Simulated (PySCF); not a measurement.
# How methods differ on the excitation energy of Tm

Tm [Xe] 4f13 6s2 (2F) → Tm [Xe] 4f14 6s1 (2S), as a difference of total energies. All numbers are calculated (PySCF 2.14, scalar relativity by spin-free X2C-1e, in ANO-RCC-VTZP (8s7p5d3f2g1h, 104 functions)). Correlated levels: valence: [Kr] 4d10 frozen; valence and next inner shell: [Ar] 3d10 frozen. The calculations carry no spin-orbit coupling.

```json
{"method": "UHF", "excitation energy (eV)": "9.442"}
{"method": "PBE", "excitation energy (eV)": "4.211"}
{"method": "PBE0", "excitation energy (eV)": "5.377"}
{"method": "r2SCAN", "excitation energy (eV)": "4.969"}
{"method": "MP2 (valence)", "excitation energy (eV)": "2.619"}
{"method": "SCS-MP2 (valence)", "excitation energy (eV)": "3.748"}
{"method": "MP2 (valence and next inner shell)", "excitation energy (eV)": "1.900"}
```

Estimate what SCS-MP2 (valence and next inner shell) gives.

3.202 eV, closest to SCS-MP2 (valence) among the rows shown.

Estimate what LDA gives.

3.894 eV, closest to SCS-MP2 (valence) among the rows shown.

A first-order spin-orbit estimate (lowest level to lowest level, LS coupling) adds 0.522 eV.

In the upper state the promoted electron has a positive orbital energy at LDA, PBE, PBE0, r2SCAN, so the basis confines it.
